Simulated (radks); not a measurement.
Removal energies from the silicon ion Si9+, [He] 2s2 2p1, by Delta-SCF beside the eigenvalue of the level emptied. All-electron calculation, scalar-relativistic Kohn-Sham, BLYP, spin-polarised, spherical densities, finite nucleus; Fermi nuclear charge, rms radius of each element as measured or else 0.836 A^(1/3) + 0.57 fm. Program: a radial shooting solver on a logarithmic mesh with Libxc functionals. Open shells are filled with parallel spins first.

| removed from | final configuration | Delta-SCF (eV) | -eigenvalue (eV) |
|---|---|---|---|
| 2p | [He] 2s2 | 401.76 | 377.17 |
| 2s | [He] 2s1 2p1 | 421.54 | 402.42 |
| 1s | 1s1 2s2 2p1 | 2219.8 | 2140.4 |
